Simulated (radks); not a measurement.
Species: Rb IV. Configuration: [Ar] 3d10 4s2 4p4. Method: scalar-relativistic Kohn-Sham, BLYP, spin-unpolarised, spherical densities, finite nucleus; Fermi nuclear charge, rms radius 4.2036 fm; computed with a radial shooting solver on a logarithmic mesh with Libxc functionals.

Local quantities along the radius. ELF = 1/(1 + alpha^2) is the electron localisation function; alpha = (tau - tau_W)/tau_unif compares the Pauli kinetic energy density with that of the uniform gas. tau is taken from the large components.

```
   r/bohr * ELF (the largest magnitude, 1, reaches the edge; | marks zero)
  0.00229 |                                                      *
 0.002624 |                                                      *
 0.002982 |                                                      *
 0.003389 |                                                      *
 0.003883 |                                                      *
 0.004413 |                                                      *
 0.005016 |                                                      *
 0.005747 |                                                      *
 0.006531 |                                                      *
 0.007483 |                                                      *
 0.008505 |                                                      *
 0.009666 |                                                      *
  0.01107 |                                                      *
  0.01259 |                                                      *
  0.01431 |                                                      *
  0.01639 |                                                      *
  0.01863 |                                                     *
  0.02117 |                                                     *
  0.02426 |                                                    *
  0.02757 |                                                   *
  0.03133 |                                                *
   0.0359 |                                          *
   0.0408 |                                  *
  0.04637 |                         *
  0.05312 |                  *
  0.06038 |                *
  0.06862 |                 *
  0.07862 |                     *
  0.08936 |                             *
   0.1024 |                                    *
   0.1164 |                                        *
   0.1322 |                                          *
   0.1515 |                                         *
   0.1722 |                                   *
   0.1957 |                          *
   0.2242 |                *
   0.2548 |             *
   0.2896 |                 *
   0.3318 |                           *
   0.3771 |                                   *
   0.4286 |                                        *
   0.4911 |                                          *
   0.5582 |                                        *
   0.6344 |                                   *
   0.7268 |                         *
    0.826 |              *
   0.9388 |          *
    1.076 |              *
    1.222 |                          *
    1.401 |                                      *
    1.592 |                                           *
    1.809 |                                           *
    2.073 |                                       *
    2.356 |                               *
    2.677 |                  *
    3.068 |       *
    3.486 | *
    3.963 *
     4.54 *
     5.16 *
```

On this mesh the ELF has minima near r = 0.060, 0.25, 0.94 bohr, which separate the shells, and maxima near 0.13 (0.78), 0.49 (0.78), 1.6 (0.80).

Self-consistent cycle (total energy in hartree, residual of the potential): 1: -2971.031253, 1e+01; 2: -2976.768394, 5e+00; 3: -2978.971245, 5e-01; 4: -2978.987267, 4e-01; 5: -2979.001410, 1e-01; 6: -2979.003153, 5e-03; 7: -2979.003144, 6e-04; 8: -2979.003144, 2e-04; 9: -2979.003143, 3e-04; 10: -2979.003143, 3e-06; 11: -2979.003143, 5e-06; 12: -2979.003143, 3e-06; 13: -2979.003143, 3e-07; 14: -2979.003143, 2e-07; 15: -2979.003143, 2e-08; 16: -2979.003143, 2e-09.
